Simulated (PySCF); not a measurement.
# Basis and Hamiltonian dependence of the ionisation energy of Nb²⁺

Nb²⁺ [Kr] 4d3 (4F) → Nb³⁺ [Kr] 4d2 (3F). All values are computed (PySCF 2.14, energy differences of UHF-based or UKS calculations, no spin-orbit coupling). Values in eV.

| basis | Hamiltonian | functions | UHF | r2SCAN | PBE0 | MP2 (valence) | CCSD(T) (valence) | CCSD(T) (valence and next inner shell) |
| --- | --- | --- | --- | --- | --- | --- | --- | --- |
| def2-TZVP with the def2 core potential (28 electrons) | ECP | 40 | 24.256 | n/a | n/a | 24.487 | n/a | n/a |
| aug-cc-pVDZ-PP with ECP28MDF | ECP | 54 | 24.248 | 25.372 | 25.335 | 24.466 | 24.527 | n/a |
| def2-TZVPPD with the def2 core potential (28 electrons) | ECP | 56 | 24.236 | 25.351 | 25.319 | 24.536 | 24.602 | 24.906 |
| x2c-TZVPall | spin-free X2C | 63 | 24.252 | 25.488 | n/a | 24.496 | n/a | n/a |
| cc-pVTZ-PP with ECP28MDF | ECP | 63 | 24.231 | n/a | 25.332 | 24.541 | n/a | n/a |
| ANO-RCC-VTZP | spin-free X2C | 68 | 24.286 | 25.529 | 25.478 | 24.601 | 24.670 | 25.057 |
| aug-cc-pwCVDZ-PP with ECP28MDF | ECP | 70 | 24.232 | 25.367 | 25.328 | 24.532 | 24.602 | 24.821 |
| def2-QZVPPD with the def2 core potential (28 electrons) | ECP | 81 | 24.231 | 25.360 | 25.327 | 24.559 | 24.627 | 24.975 |
| aug-cc-pVTZ-PP with ECP28MDF | ECP | 88 | 24.231 | 25.365 | 25.332 | 24.542 | 24.609 | n/a |
| x2c-TZVPPall with one added diffuse shell each of s, p, d, f type | spin-free X2C | 95 | 24.236 | 25.476 | 25.431 | 24.542 | 24.609 | 24.965 |
| aug-cc-pVTZ-DK | spin-free X2C | 102 | 24.212 | 25.444 | 25.401 | 24.522 | 24.589 | n/a |
| x2c-QZVPPall | spin-free X2C | 111 | 24.208 | 25.450 | 25.404 | 24.536 | 24.605 | n/a |
| aug-cc-pwCVTZ-PP with ECP28MDF | ECP | 122 | 24.222 | 25.361 | 25.325 | 24.560 | 24.629 | n/a |
| aug-cc-pwCVTZ-DK | spin-free X2C | 136 | 24.207 | 25.447 | 25.406 | 24.539 | n/a | n/a |

Frozen in the all-electron rows: valence: [Kr]; valence and next inner shell: [Ar] 3d10; with a core potential, the same shells as far as they lie outside it.

Between the lowest levels the reference is 25.04 eV (semi-empirical (NIST evaluation); NIST Atomic Spectra Database, ionization energies); it includes spin-orbit coupling, which these numbers lack.
